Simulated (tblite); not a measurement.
Start geometry of `COC1=COC[CH]C1` [radical] from a force field or distance geometry (Å):
```
atom  x, y, z in Å
C1     2.769   -0.123   -0.434
O2     1.703    0.774   -0.087
C3     0.460    0.228    0.104
C4     0.116   -1.058   -0.021
O5    -1.139   -1.592    0.171
C6    -2.224   -0.654    0.153
C7    -1.888    0.632    0.829
C8    -0.570    1.258    0.508
H9     3.680    0.466   -0.543
H10    2.926   -0.862    0.359
H11    2.551   -0.609   -1.393
H12    0.805   -1.871   -0.227
H13   -2.523   -0.467   -0.872
H14   -3.061   -1.129    0.660
H15   -2.678    1.237    1.275
H16   -0.222    1.805    1.394
H17   -0.712    1.977   -0.306
```

**Question.** What comes out of this run: GFN2-xTB geometry optimisation, gas phase in tblite?

**Answer.** 
```
atom  x, y, z in Å
C1     2.7231   -0.1177   -0.4306
O2     1.6700    0.7633   -0.1373
C3     0.4275    0.2198    0.0905
C4     0.1109   -1.0691    0.0006
O5    -1.1426   -1.5831    0.2145
C6    -2.2069   -0.6412    0.1490
C7    -1.8875    0.6538    0.7812
C8    -0.5738    1.2662    0.5044
H9     3.6083    0.5059   -0.5458
H10    2.8833   -0.8335    0.3826
H11    2.5396   -0.6667   -1.3607
H12    0.8074   -1.8563   -0.2396
H13   -2.4518   -0.4954   -0.9243
H14   -3.0615   -1.1282    0.6249
H15   -2.6213    1.1718    1.3682
H16   -0.1947    1.7959    1.3854
H17   -0.6370    2.0263   -0.2928
```

The energy falls by 0.087 eV over 51 L-BFGS steps, the largest force on an atom goes from 1.10 to 0.009 eV/Å, and the atoms move by 0.061 Å rms after alignment. The bond that changes most is C1–O2 (ends: carbon bonded to O and 3 H; oxygen bonded to 2 C), which shortens by 0.032 Å. Bonds longer at the end by more than 0.005 Å: 3 of 17; shorter: 9. Among the angles that change most is C7–C8–H17, from 108.7° to 111.7°. Among the dihedrals that turn most is H13–C6–C7–H15, from 84° to 100°. Rotational constants go from 4442, 1480, 1145 to 4460, 1513, 1167 MHz. The orientation of the end geometry is arbitrary; only internal coordinates are fixed.

Its GFN2-xTB frequencies are all real (lowest 64 cm⁻¹). 3 starts were optimised and ended at 0.00, 0.00 and 2.46 kcal/mol (GFN2-xTB); the lowest of these is shown.

One conformer stands for the species.

These are computed values.
